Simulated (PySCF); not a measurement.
Si²⁺ (silicon, charge +2) across methods

[Ne] 3s1 3p1, high-spin 3P determinant (an excited configuration). Calculation: PySCF 2.14, in dyall-av4z; the spin-free X2C one-electron Hamiltonian (Gaussian nucleus).

| method | E (hartree) | mean ε 2p β (eV) | mean ε 3s α (eV) | mean ε 3p α (eV) | Σ⟨r²⟩ (bohr²) | ⟨S²⟩ |
| --- | --- | --- | --- | --- | --- | --- |
| PBE0 | -288.7334 | -123.13 | -31.622 | -23.479 | 12.71 | 2.000 |
| PW91 | -288.8349 | -117.99 | -30.201 | -22.266 | 12.70 | 2.000 |
| r2SCAN | -288.8330 | -119.82 | -30.477 | -22.491 | 12.69 | 2.000 |
| B3LYP | -288.8712 | -122.26 | -31.295 | -23.129 | 12.67 | 2.000 |
| UHF | -288.40576 | -137.88 | -35.624 | -26.897 | 12.84 | 2.000 |
| PBE | -288.7063 | -117.80 | -30.128 | -22.208 | 12.71 | 2.000 |
| LDA | -287.6768 | -117.88 | -30.190 | -22.075 | 12.72 | 2.000 |
| BP86 | -288.8757 | -117.97 | -30.213 | -22.251 | 12.67 | 2.000 |
